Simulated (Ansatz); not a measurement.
A single point on CH₄ClFSi (`FC([SiH3])Cl`).

```yaml
crystal:
  periodic: [false, false, false]
  atoms:
    - {symbol: F, position_ang: [-1.528584, 1.142258, 0.105507]}
    - {symbol: C, position_ang: [-0.444539, 0.616034, -0.544688]}
    - {symbol: Si, position_ang: [0.550183, -0.528345, 0.612794]}
    - {symbol: Cl, position_ang: [-1.003401, -0.329099, -1.947587]}
    - {symbol: H, position_ang: [0.133401, 1.446370, -0.956159]}
    - {symbol: H, position_ang: [0.988580, 0.260604, 1.792120]}
    - {symbol: H, position_ang: [1.727909, -1.020387, -0.141208]}
    - {symbol: H, position_ang: [-0.331349, -1.644735, 1.023422]}
basis:
  gaussian: {orbitals: def2-TZVPP}
hamiltonian: {xc: pbe}
correlation: {method: rpa}
```

```sh
$ ansatz run in.yaml --threads 2 --pin off --events-out ev --progress --plain --max-ram 4352MiB
```

It prints (some lines left out):

```
Functional definition: PBE
1199 factors; integrals over basis functions are off by at most 8.4e-4 eV
mean field evaluation 1: about -24204.4057 eV, gradient 3.9e1 eV
mean field evaluation 2: about -24204.3942 eV, gradient 3.9e1 eV
mean field evaluation 4: about -24207.6484 eV, gradient 9.5e0 eV
mean field evaluation 8: about -24207.8534 eV, gradient 3.8e-1 eV
mean field evaluation 16: about -24207.8533 eV, gradient 5.0e-5 eV
mean field -24207.85333779 eV, -889.6222014914 hartree, gradient 2.8e-6 eV, S^2 0.000000; 0 other end points of the search recorded, 0 dependent functions left out
12 core orbitals not correlated: weight in the atoms' cores, before any rotation towards them, 1.000 or more for the frozen orbitals, at most 0.000 for the correlated occupied ones
reference -24165.75533157 eV, -888.0751282980 hartree; 13, 13 occupied and 177, 177 virtual orbitals, 1199 factors
Total energy: -24198.97860412 eV, -889.2960610444 hartree
```

It took 4 s on 2 threads of an AMD EPYC 7B13 on a shared host, with 0.39 GiB of host memory at the peak.
